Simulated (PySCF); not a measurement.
# Working out the ionisation energy of Tc(2+)

Tc(2+) [Kr] 4d5 (6S) → Tc(3+) [Kr] 4d4 (5D). Calculation: PySCF 2.14, in aug-cc-pVDZ-PP with ECP28MDF (5s5p4d2f, 54 functions); scalar relativity through the core potential. Frozen: 4s2 4p6. Energies in hartree (1 hartree = 27.21139 eV):

```tsv
part	Tc(2+) (lower)	Tc(3+) (upper)
UHF	-79.119916	-78.059252
CCSD correlation	-0.049009	-0.027615
(T)	-0.000265	-0.000076
```

What does Hartree-Fock give?

(-78.059252) − (-79.119916) = 1.060664 hartree = 28.862 eV.

What do CCSD and CCSD(T) give?

The CCSD correlation energies differ by 0.021394 hartree = 0.582 eV and the triples by 0.000189 hartree = 0.005 eV, so CCSD gives 29.444 eV and CCSD(T) 29.449 eV.

Reference: 29.55 eV (semi-empirical (NIST evaluation); NIST Atomic Spectra Database, ionization energies), between the lowest levels; spin-orbit coupling is absent from the calculation.

A double-zeta basis recovers only part of the correlation energy.

What remains against the reference includes basis incompleteness, the frozen core and higher excitations.
